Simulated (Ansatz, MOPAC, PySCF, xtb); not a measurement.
Dimer: dimethyl telluride (SMILES C[Te]C) (first 9 atoms) with H2O (SMILES O); geometry from B3LYP-D3(BJ)/def2-TZVP.
(charge 0, multiplicity 1):
```xyz
12

C      0.2253    -1.3121     0.0742
Te     0.1660     0.8419     0.0978
C      0.1710     1.0398    -2.0547
H      1.1318    -1.6457    -0.4238
H      0.2286    -1.6195     1.1166
H     -0.6566    -1.6948    -0.4326
H      1.0794     0.6009    -2.4590
H      0.1430     2.1027    -2.2849
H     -0.7080     0.5519    -2.4677
O      0.1740    -0.0530     3.3014
H     -0.6076     0.5105     3.3034
H      0.9231     0.5529     3.3120
```

Interaction energies are E(AB) − E(A) − E(B) at the monomers' geometry in the complex; basis-set methods are counterpoise corrected.

The state that PM3, PM6 reach isn't checked.

Codes used: Ansatz (Gaussian orbitals); MOPAC for PM3, PM6 (differences of heats of formation); PySCF for the dispersion terms; xtb for the GFN methods. Each number belongs to the level named beside it. In def2 rows elements past Kr take small-core potentials, without spin–orbit coupling.

Q: One of these levels gives -2.43 kcal/mol for the interaction energy. Which one is it?
(A) PM6
(B) GFN-FF
(C) PBE0-D3(BJ)/def2-TZVPPD
(D) PM3

A: B, GFN-FF. The others give -3.75 (PM3), -2.01 (PM6), -3.09 (PBE0-D3(BJ)/def2-TZVPPD)

Ansatz is a quantum-chemistry and plane-wave program.
